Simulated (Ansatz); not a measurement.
Consider the isomerisation: `NC(F)([SiH3])[SiH3]` → `N[SiH](F)C[SiH3]`.

Program: Ansatz. Geometries: PBE0-D4/def2-TZVP. ΔE: electronic, gas phase. CCSD(T)/CBS is the MP2 limit (def2-TZVPP, def2-QZVPP) plus CCSD(T) − MP2 in def2-TZVPP, frozen cores. DFT in def2-TZVPP. Each species was taken in one conformer, which may not be the lowest.

CCSD(T)/CBS gives -388.1 kJ/mol.

(1) Another level gave -368.2 kJ/mol. Which?
A. r2SCAN/def2-TZVPP
B. PBE0-D4/def2-TZVPP
C. HF/def2-TZVPP
D. CCSD(T)/def2-TZVPP

Largest T1 diagnostic among the species: 0.013.

Answers

(1) B. PBE0-D4 -368.2, CCSD(T)/def2-TZVPP -382.3, r2SCAN -376.0, HF/def2-TZVPP -397.8 kJ/mol.

From PBE to PBE0 (25 % exact exchange), in def2-TZVPP and without D4, ΔE moves by −19.1 kJ/mol.
